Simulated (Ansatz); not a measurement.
Cost and result for the atomization energy of CH₄OSSi (`O[SiH]1CS1`) (8 atoms, 8 bonds).

Charge 0, multiplicity 1. The geometry is a stationary point of PBE0-D4/def2-TZVP. It is one conformer, not always the lowest. Program: Ansatz. All runs use 2 threads of an Arm Neoverse V2 on a shared host. Times are those of one run each, without the atoms' runs, and a repeat can differ threefold. Electronic energies, without spin–orbit coupling; frozen cores. CCSD(T)/CBS adds CCSD(T) − MP2 in def2-TZVPP to the MP2 limit, and its time is that of the two runs behind it. T1 = 0.012. HSE06 is the plane-wave form, built on full-range PBE exchange.

CCSD(T)/CBS is a level of theory with its own doubt, some kJ/mol a heavy atom from the limit and from the frozen cores, so smaller differences don't rank the functionals.

| level | functions | wall time | atomization (kcal/mol) | difference from CCSD(T)/CBS | per bond |
| --- | --- | --- | --- | --- | --- |
| revPBE-D4/def2-TZVPP | 202 | 2 s | 693.6 | -7.0 | -0.9 |
| BLYP-D4/def2-TZVPP | 202 | 2 s | 693.3 | -7.3 | -0.9 |
| CCSD(T)/def2-SVP | 84 | 2.1 s | 640.9 | -59.7 | -7.5 |
| PBE-D4/def2-TZVPP (with forces) | 202 | 2.5 s | 711.5 | 10.9 | 1.4 |
| HSE06-D4/def2-TZVPP | 202 | 3.4 s | 698.5 | -2.1 | -0.3 |
| r2SCAN-D4/def2-TZVPP (with forces) | 202 | 4.6 s | 702.7 | 2.1 | 0.3 |
| B2PLYP/def2-TZVPP | 202 | 4.9 s | 688.5 | -12.1 | -1.5 |
| PBE-QIDH/def2-TZVPP | 202 | 5.5 s | 694.0 | -6.6 | -0.8 |
| ωB97X-V/def2-TZVPP | 202 | 8 s | 702.3 | 1.7 | 0.2 |
| ωB97M-V/def2-TZVPP (with forces) | 202 | 12 s | 702.7 | 2.1 | 0.3 |
| MP2/def2-QZVPP | 374 | 15 s | 707.6 | 7.0 | 0.9 |
| CCSD(T)/def2-TZVPP | 202 | 54 s | 677.9 | -22.7 | -2.8 |
| CCSD(T)/CBS(def2) | – | 69 s | 700.6 | 0.0 | 0.0 |

The D4 term adds +6.9 kcal/mol with B3LYP and +3.5 kcal/mol with PBE0; it sums over pairs of atoms, weighted by their polarisabilities, and B3LYP, whose exchange is more repulsive, gets the larger term. From PBE to PBE0 (25 % exact exchange), in def2-TZVPP and without D4, the atomization energy moves by −12.8 kcal/mol: exact exchange takes away binding that semilocal exchange gives to molecules. In def2-TZVPP, CCSD(T) changes the Hartree–Fock value by +184.0 kcal/mol (the triples alone add +12.6 kcal/mol) and MP2 by +200.2 kcal/mol; breaking electron pairs costs correlation energy, which Hartree–Fock lacks.

B3LYP here is the variant with VWN-RPA as its local correlation; programs differ in this.
